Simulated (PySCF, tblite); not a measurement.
Calculations on `F[C@H]1[C]=C(C(F)(F)F)SC1` [radical], in the order of a workflow; each names the level of the geometry that it ran on. Settings lines and outputs come from a driver script.

Compound: C5H3F4S (doublet state).
SMILES with atom numbers: `[F:1][C@H:2]1[C:3]=[C:4]([C:5]([F:6])([F:7])[F:8])[S:9][CH2:10]1` (hydrogens: H11 on C2; H12, H13 on C10)

Step 1: GFN2-xTB geometry optimisation, gas phase (tblite 0.8.0) (from a force-field or distance-geometry start)
```json
{"job": {"kind": "relax", "xc": "GFN2-xTB", "basis": "xTB"}, "charge": 0, "multiplicity": 2}
```
```
step      E/eV     max force
  0    -932.99820    2.361
  1    -933.15207    1.233
  2    -933.21412    0.785
...
 64    -933.29831    0.020
 65    -933.29835    0.016
 66    -933.29839    0.014
 67    -933.29840    0.014
 68    -933.29841    0.006
```

Energy lowered by 6.9 kcal/mol over 68 steps; largest atomic force 0.006 eV/Å at the end. «max force» is the largest atomic force in eV/Å.

Step 2: GFN2-xTB harmonic vibrations, gas phase (tblite 0.8.0) (on the GFN2-xTB geometry)
```json
{"job": {"kind": "ir", "xc": "GFN2-xTB", "basis": "xTB"}, "charge": 0, "multiplicity": 2}
```
```
(table of modes left out)
```

33 modes from 16 to 3019 cm⁻¹ (unscaled, harmonic); zero-point energy 44.0 kcal/mol; all wavenumbers are real at this level.

Step 3: UKS B3LYP, pcH-1 on C F H S, non-relativistic, mean-field spin-orbit, GIAO (PySCF 2.14.0) (on the GFN2-xTB geometry)
```json
{"job": {"kind": "epr", "basis": "pcH-1"}, "charge": 0, "multiplicity": 2}
```
```
...
E = -989.82039527 Eh   <S^2> = 0.7609 (exact 0.7500)
g shifts (ppm)      1          2          3
  rmc          -170       -170       -170
  gc             24         -0         11
  oz_so       -4236      -1374         36
  total       -4383      -1544       -122
hyperfine (MHz)  atom isotope    a_iso     a_fc   dipolar eigenvalues
    0   19F       1.11       1.09     -7.52     -3.13     10.65
    1   13C      32.65      32.68     -6.45     -5.38     11.83
    2   13C     402.02     402.80    -77.24    -55.36    132.60
    3   13C      27.62      27.64    -17.48     -2.04     19.51
    4   13C      21.91      21.92     -2.40     -1.66      4.06
    5   19F      -5.45      -5.48     -1.82     -0.59      2.41
    6   19F       3.33       3.32     -7.37     -3.51     10.88
    7   19F      -4.60      -4.60     -3.85      1.08      2.76
    8   33S      -1.74      -2.12    -17.08    -12.18     29.26
    9   13C      57.00      57.12     -5.08     -3.98      9.07
   10    1H      15.91      15.93     -7.04     -5.24     12.28
   11    1H      -1.99      -1.99     -3.44     -1.46      4.90
   12    1H       5.51       5.52     -3.49     -0.94      4.43
```

⟨S²⟩ 0.761; g_iso 2.0003. rmc, gc and oz_so are the mass-correction, gauge-correction and orbital-Zeeman/spin–orbit parts of the g shift along its three principal axes; a_iso is the isotropic hyperfine coupling and a_fc its Fermi-contact part. The log counts atoms from 0, this text from 1.

Problem. Which step took the most CPU time, and about what did each take on one thread of an Arm Neoverse V2 (shared host)?

Solution. Step 3, about 99 % of the total. CPU time by step: 1: 0.39 s, 2: 0.38 s, 3: 1.7 min.

Geometry of the electronic-property runs (GFN2-xTB):
```
atom  x, y, z in Å
F1    -2.3771   -0.4498   -1.1763
C2    -1.5165   -0.6377   -0.1230
C3    -0.1212   -0.7667   -0.5666
C4     0.8105   -0.0317   -0.0303
C5     2.2835   -0.0488   -0.2656
F6     2.6775    0.9392   -1.0827
F7     2.6833   -1.1962   -0.8242
F8     2.9798    0.0934    0.8700
S9     0.1390    1.2402    1.0585
C10   -1.5653    0.6097    0.7981
H11   -1.8604   -1.5481    0.3863
H12   -2.0056    0.4092    1.7720
H13   -2.1319    1.3878    0.2876
```

 (This holds for the electronic-property runs.)
